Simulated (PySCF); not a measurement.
Compound: TeF4.
Geometry (PBE0-D3(BJ)/def2-SVP, Å), atoms numbered from 1 in this order:
```xyz
5
TeF4 angstrom
Te    -0.3628   -0.4738   -0.0128
F     -0.2141   -0.2592    1.9103
F     -0.1753   -0.2881   -1.9361
F      1.5270   -0.4750    0.0057
F     -0.7000    1.3856   -0.0292
```

Method used: PySCF 2.14.0, PBE0-D3(BJ)/def2-SVP geometry optimisation, gas phase, def2 core potentials past Kr.

(1) Which atoms are bound to Te1, and at what distances?

(2) List the angles at Te1.

(3) Describe the arrangement about Te1 in numbers.

(4) What are the rotational constants (commonest isotopes, rigid rotor)?

## Answers

(1) 4 atoms: F4 1.890 Å, F5 1.890 Å, F2 1.941 Å, F3 1.941 Å.

(2) 
| angle | degrees | distance of the outer atoms (Å) |
| --- | --- | --- |
| F2–Te1–F3 | 164.5 | 3.85 |
| F4–Te1–F5 | 100.3 | 2.90 |
| F3–Te1–F5 | 85.1 | 2.59 |
| F2–Te1–F4 | 85.1 | 2.59 |
| F2–Te1–F5 | 85.0 | 2.59 |
| F3–Te1–F4 | 85.0 | 2.59 |

(3) Angles from 85.0° to 164.5°; τ4 = (360° − α − β)/141° = 0.67 with α and β the two widest (0 for a square, 1 for a tetrahedron). The Te–F distances aren't all alike: 1.890 to 1.941 Å.

(4) A = 4105, B = 2752, C = 2291 MHz: an asymmetric top.

Point group: C2v (every atom within 0.08 Å of its image). Charge 0, singlet. PBE0-D3(BJ)/def2-SVP frequencies: not computed here.
